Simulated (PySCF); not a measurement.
C₂H₇O, charge +1, singlet, geometry from GFN2-xTB, with bond 8-3 at 1.25 times its length; PySCF with PBE0/6-31G*.

The PySCF input:
```python
from pyscf import gto, scf, dft

mol = gto.Mole()
mol.atom = '''
    C     1.10967298    0.54922356    0.04860559
    O     0.03350020   -0.26768774   -0.47828916
    C    -1.16420259   -0.25473849    0.33929896
    H     1.40258613    0.23749568    1.05185818
    H     0.76404907    1.58231963    0.06944989
    H     1.95603381    0.47188039   -0.63243928
    H     0.34834441   -1.19130007   -0.56990702
    H    -2.09091709   -1.05312505   -0.25828651
    H    -1.53957651    0.76783903    0.36394651
    H    -0.96668669   -0.60019546    1.35474718
'''
mol.basis = '6-31g*'
mol.charge = 1
mol.verbose = 5
mol.build()

mf = dft.RKS(mol)
mf.xc = 'pbe0'
mf.kernel()
mo_i, mo_e, stable_i, stable_e = mf.stability(internal=True, external=True, return_status=True, nroots=6, tol=1e-6)
print('internally stable:', stable_i, ' externally stable:', stable_e)
if not stable_e:
    umf = mf.to_uhf() if not hasattr(mf, 'xc') else mf.to_uks()
    umf.scf_summary = {}
    umf.kernel(umf.make_rdm1(mo_e, umf.mo_occ))
mf.analyze()
```

What the program printed (banner, timings and long lists left out):

```
PySCF version 2.14.0

[INPUT] verbose = 5
[INPUT] max_memory = 4000
[INPUT] num. atoms = 10
[INPUT] num. electrons = 26
[INPUT] charge = 1
[INPUT] spin (= nelec alpha-beta = 2S) = 0
[INPUT] symmetry False subgroup None
[INPUT] Mole.unit = angstrom
[INPUT] Symbol           X                Y                Z      unit          X                Y                Z       unit  Magmom
[...]
[INPUT] ---------------- BASIS SET ----------------
[INPUT] l, kappa, [nprim/nctr], expnt,             c_1 c_2 ...
[INPUT] O
[...]
                                825.23495         0.0139501
                                188.04696         0.0684451
                                52.9645           0.2327143
                                16.89757          0.470193
                                5.7996353         0.3585209
[...]
                                3.5999336         -0.1480263
                                1.0137618         1.130767
[...]
                                3.5999336         0.3397528
                                1.0137618         0.7271586
[...]
[INPUT] C
[...]
                                457.36951         0.0140373
                                103.94869         0.0688426
                                29.210155         0.2321844
                                9.286663          0.4679413
                                3.163927          0.362312
[...]
                                1.8812885         -0.1608542
                                0.5442493         1.1434564
[...]
                                1.8812885         0.316424
                                0.5442493         0.7443083
[...]
[INPUT] H
[...]
                                2.8253937         0.23472695
                                0.6401217         0.81375733
[...]
nuclear repulsion = 90.2494355041705
number of shells = 32
number of NR pGTOs = 109
number of NR cGTOs = 56
basis = 6-31g*
ecp = {}

******** <class 'pyscf.dft.rks.RKS'> ********
method = RKS
initial guess = minao
damping factor = 0
level_shift factor = 0
DIIS = <class 'pyscf.scf.diis.CDIIS'>
diis_start_cycle = 1
diis_space = 8
diis_damp = 0
SCF conv_tol = 1e-09
SCF conv_tol_grad = None
SCF max_cycles = 50
direct_scf = True
direct_scf_tol = 1e-13
XC library pyscf.dft.libxc version 7.1.2
    S. Lehtola, C. Steigemann, M. J. T. Oliveira, and M. A. L. Marques,  SoftwareX 7, 1–5 (2018)
XC functionals = pbe0
    C. Adamo and V. Barone,  J. Chem. Phys. 110, 6158 (1999)
    M. Ernzerhof and G. E. Scuseria,  J. Chem. Phys. 110, 5029 (1999)
radial grids:
    Treutler-Ahlrichs [JCP 102, 346 (1995); DOI:10.1063/1.469408] (M4) radial grids

becke partition: Becke, JCP 88, 2547 (1988); DOI:10.1063/1.454033
pruning grids: <function nwchem_prune>
grids dens level: 3
symmetrized grids: False
atomic radii adjust function: <function treutler_atomic_radii_adjust>
small_rho_cutoff = 0
Set gradient conv threshold to 3.16228e-05
Initial guess from minao.
atom C rad-grids = 75, ang-grids = [ 50  50  50  50  50  50  50  50  50  50  50  50  50  50  50  50  50  50
  50  50  50  50  86  86  86  86  86  86  86  86  86  86 266 266 266 266
 266 266 302 302 302 302 302 302 302 302 302 302 302 302 302 302 302 302
 302 302 302 302 266 266 266 266 266 266 266 266 266 266 266 266 266 266
 266 266 266]
atom O rad-grids = 75, ang-grids = [ 50  50  50  50  50  50  50  50  50  50  50  50  50  50  50  50  50  50
  50  50  50  50  50  86  86  86  86  86  86  86  86  86 266 266 266 266
 266 266 266 302 302 302 302 302 302 302 302 302 302 302 302 302 302 302
 302 302 302 302 302 266 266 266 266 266 266 266 266 266 266 266 266 266
 266 266 266]
atom H rad-grids = 50, ang-grids = [ 50  50  50  50  50  50  50  50  50  50  50  50  50  50  50  86  86  86
  86 266 266 266 266 266 302 302 302 302 302 302 302 302 302 302 302 302
 302 266 266 266 266 266 266 266 266 266 266 266 266 266]
tot_boxes 2340, boxes in each direction [13 11 10]
Padding 2 grids
tot grids = 110976
nelec by numeric integration = 26.983267666016935
E1 = -386.4483796571196  E2 = 140.71639577139956  Ecoul = 162.3600793647583  Exc = -21.643683593358727
init E= -155.48254838155
cond(S) = 349.6589449476326
  mo_energy =
[-1.94482312e+01 -1.03366029e+01 -1.03225089e+01 -1.28257733e+00
 -8.60033189e-01 -7.94252940e-01 -6.28505852e-01 -5.64753429e-01
 -5.44929284e-01 -4.35848134e-01 -4.31215274e-01 -3.85152463e-01
 -3.65864586e-01 -8.18251208e-03  3.06512166e-02  8.78848373e-02
  9.29821146e-02  9.67759931e-02  1.26426602e-01  1.32397722e-01
  1.57793236e-01  1.62726660e-01  4.68540651e-01  4.83465267e-01
  5.12079226e-01  5.42052635e-01  5.48066583e-01  7.05633571e-01
  7.26124511e-01  7.66439992e-01  8.02590396e-01  8.18677395e-01
  8.69938172e-01  8.70117924e-01  9.26740683e-01  9.53131039e-01
  9.91873771e-01  1.03245554e+00  1.05463570e+00  1.34749635e+00
  1.37099592e+00  1.38166124e+00  1.50788279e+00  1.79458401e+00
  1.87525482e+00  1.91728580e+00  1.97684243e+00  2.00703692e+00
  2.02537765e+00  2.12176445e+00  2.15144817e+00  2.30713180e+00
  2.35585084e+00  2.43315114e+00  2.64307776e+00  2.76278596e+00]
nelec by numeric integration = 25.999984430781474
E1 = -381.08810414534787  E2 = 135.7396269411316  Ecoul = 157.2330462758504  Exc = -21.493419334718798
cycle= 1 E= -155.099041700046  delta_E= 0.384  |g|= 0.248  |ddm|= 2.42
  mo_energy =
[-1.95573483e+01 -1.05761212e+01 -1.05243376e+01 -1.43710684e+00
 -1.01796734e+00 -9.77398083e-01 -8.40341250e-01 -7.74107952e-01
 -7.59355100e-01 -6.61816559e-01 -6.53635398e-01 -6.16437456e-01
 -5.95744462e-01 -2.04624730e-01 -1.45664169e-01 -1.03296654e-01
 -7.84535240e-02 -7.39811013e-02 -4.01905820e-02 -3.52761540e-02
 -1.44801796e-02 -6.39928580e-03  2.75247040e-01  2.95947514e-01
  3.24161935e-01  3.42858194e-01  3.53731510e-01  4.99132286e-01
  5.25953679e-01  5.74502471e-01  6.20598999e-01  6.41812615e-01
  6.90767549e-01  6.94489608e-01  7.56570515e-01  7.71918788e-01
  8.01731181e-01  8.35293622e-01  8.59065871e-01  1.15491774e+00
[...]
converged SCF energy = -155.114609607438
<class 'pyscf.dft.rks.RKS'> wavefunction is stable in the internal stability analysis
<class 'pyscf.dft.rks.RKS'> wavefunction is stable in the real -> complex stability analysis
<class 'pyscf.dft.rks.RKS'> wavefunction is stable in the RHF/RKS -> UHF/UKS stability analysis
internally stable: True  externally stable: True
Total Energy =                        -155.114609607438126
[...]
8 H 1s           0.00424   0.02730  -0.04754  -0.02593   0.03524
8 H 2s          -0.03075  -0.08279   0.13643   0.06677  -0.12360
9 H 1s           0.01100   0.05803   0.01208   0.01233   0.00486
9 H 2s          -0.04384  -0.16690  -0.02777  -0.02890  -0.03221
               #51       #52       #53       #54       #55
0 C 1s           0.00003   0.00018   0.00002   0.00034   0.00106
0 C 2s           0.00192   0.00511  -0.00258  -0.00142  -0.00849
0 C 3s          -0.00100  -0.05047  -0.00952   0.02173  -0.00819
0 C 2px          0.02291  -0.00834  -0.00780  -0.00933   0.00155
0 C 2py         -0.03379  -0.01712   0.01772   0.00960   0.01200
0 C 2pz          0.00917   0.01075  -0.01454   0.01099   0.00662
0 C 3px          0.04944  -0.00824  -0.01279  -0.04205  -0.01787
0 C 3py         -0.05614  -0.00238   0.03508   0.00810  -0.00919
0 C 3pz          0.00682   0.04649  -0.03102   0.03344  -0.00010
0 C 3dxy         0.02664  -0.05806  -0.03393  -0.14158  -0.26995
0 C 3dyz        -0.09264  -0.14907   0.13895   0.12426  -0.19425
0 C 3dz^2        0.49591   0.24104  -0.41654   0.15745   0.02575
0 C 3dxz         0.07794   0.00438  -0.23952   0.37709  -0.18757
0 C 3dx2-y2      0.45263  -0.24748  -0.31473  -0.38269  -0.07035
1 O 1s           0.00016   0.00114  -0.00000  -0.00003   0.00071
1 O 2s           0.00187   0.00869   0.00003  -0.00308   0.00916
1 O 3s           0.05063   0.40506  -0.00011  -0.04695   0.30394
1 O 2px          0.00264   0.00588   0.01028  -0.00238  -0.00342
1 O 2py         -0.00699  -0.01076   0.00380   0.01157   0.01708
1 O 2pz          0.00438   0.01393  -0.00093   0.00866   0.01993
1 O 3px          0.00754   0.03124   0.01906  -0.00844  -0.05428
1 O 3py         -0.03028  -0.04027   0.01036   0.16736   0.18536
1 O 3pz          0.02796   0.02060   0.00007   0.11901   0.09756
1 O 3dxy         0.04120  -0.23151   0.28499   0.04726   0.45977
1 O 3dyz        -0.04478   0.33264  -0.11835   0.30039   0.09422
1 O 3dz^2        0.16215  -0.41339   0.06043   0.51222  -0.07374
1 O 3dxz         0.04467  -0.13917  -0.21269   0.03516  -0.14027
1 O 3dx2-y2      0.06308  -0.36005  -0.26878  -0.00637   0.54206
2 C 1s           0.00002   0.00012  -0.00001   0.00014   0.00106
2 C 2s           0.00391   0.00658   0.00284   0.00212  -0.00732
2 C 3s           0.00066  -0.04795   0.01151   0.03678  -0.00863
2 C 2px          0.01177   0.01563   0.00796  -0.00129  -0.00736
2 C 2py         -0.02614  -0.01367  -0.01732   0.00520   0.00819
2 C 2pz          0.02146  -0.00068   0.01410  -0.00051   0.00681
2 C 3px          0.01989   0.00257   0.01934   0.00587   0.01936
2 C 3py         -0.04226  -0.01124  -0.03447   0.00970   0.00471
2 C 3pz          0.03955   0.03059   0.03089   0.00140  -0.00394
2 C 3dxy         0.23475  -0.14599   0.23381  -0.26646  -0.00034
2 C 3dyz        -0.25688   0.03567  -0.24778   0.06882  -0.05727
2 C 3dz^2        0.52402   0.17046   0.48601   0.24344  -0.08487
2 C 3dxz         0.08001   0.25362   0.03377  -0.15330   0.31185
2 C 3dx2-y2      0.05048  -0.01779   0.10749  -0.22569  -0.20958
3 H 1s          -0.03448  -0.02013   0.03316  -0.01125  -0.00224
3 H 2s           0.10913   0.06368  -0.12474   0.05367   0.00904
4 H 1s           0.04875   0.00251  -0.03044  -0.01462  -0.00731
4 H 2s          -0.15060   0.00012   0.11197   0.06272   0.03250
5 H 1s          -0.01851   0.01200  -0.00115   0.02631  -0.00070
5 H 2s           0.05654  -0.04373   0.00209  -0.10025   0.00917
6 H 1s           0.00656  -0.02558   0.00029   0.01385   0.03508
6 H 2s          -0.01994   0.26012  -0.00211  -0.11863  -0.11178
7 H 1s           0.00098   0.00088   0.00078   0.00763  -0.00061
7 H 2s          -0.00286  -0.01512  -0.00121  -0.03092   0.00142
8 H 1s           0.03495   0.00840   0.03074  -0.00792  -0.00746
8 H 2s          -0.10598  -0.01988  -0.11282   0.03997   0.03385
9 H 1s          -0.04371  -0.01486  -0.03377  -0.00366  -0.00226
9 H 2s           0.14098   0.04710   0.12846   0.02745   0.00982
               #56
0 C 1s           0.00107
0 C 2s          -0.01707
0 C 3s          -0.03608
0 C 2px          0.01884
0 C 2py          0.00903
0 C 2pz          0.00116
0 C 3px          0.02583
0 C 3py         -0.00059
0 C 3pz         -0.01579
0 C 3dxy        -0.28881
0 C 3dyz        -0.10342
0 C 3dz^2        0.15310
0 C 3dxz        -0.20655
0 C 3dx2-y2     -0.07088
1 O 1s          -0.00003
1 O 2s           0.00050
1 O 3s          -0.00608
1 O 2px          0.03153
1 O 2py          0.01130
1 O 2pz         -0.00413
1 O 3px          0.30385
1 O 3py          0.10512
1 O 3pz         -0.04051
1 O 3dxy         0.34072
1 O 3dyz         0.15852
1 O 3dz^2       -0.13655
1 O 3dxz         0.60515
1 O 3dx2-y2     -0.17611
2 C 1s          -0.00108
2 C 2s           0.01730
2 C 3s           0.04311
2 C 2px          0.01742
2 C 2py          0.00380
2 C 2pz         -0.00560
2 C 3px          0.01933
2 C 3py          0.01290
2 C 3pz          0.00532
2 C 3dxy         0.00589
2 C 3dyz        -0.02783
2 C 3dz^2       -0.05183
2 C 3dxz        -0.31272
2 C 3dx2-y2      0.25212
3 H 1s          -0.00157
3 H 2s          -0.00117
4 H 1s          -0.00095
4 H 2s          -0.00204
5 H 1s          -0.00674
5 H 2s           0.02260
6 H 1s           0.00001
6 H 2s          -0.00148
7 H 1s           0.00328
7 H 2s          -0.00384
8 H 1s           0.00183
8 H 2s          -0.00136
9 H 1s           0.00241
9 H 2s          -0.00211
 ** Mulliken pop on meta-lowdin orthogonal AOs  **
 ** Mulliken pop  **
 ** Mulliken atomic charges  **
charge of    0C =     -0.13161
charge of    1O =     -0.15355
charge of    2C =     -0.11480
charge of    3H =      0.15648
charge of    4H =      0.17364
charge of    5H =      0.17548
charge of    6H =      0.40900
charge of    7H =      0.15423
charge of    8H =      0.17334
charge of    9H =      0.15777

WARN: System has nonzero charge 1; the dipole moment is origin-dependent.
Location of origin: [0. 0. 0.]

Dipole moment(X, Y, Z, Debye):  0.44399, -1.26766,  0.31806
```
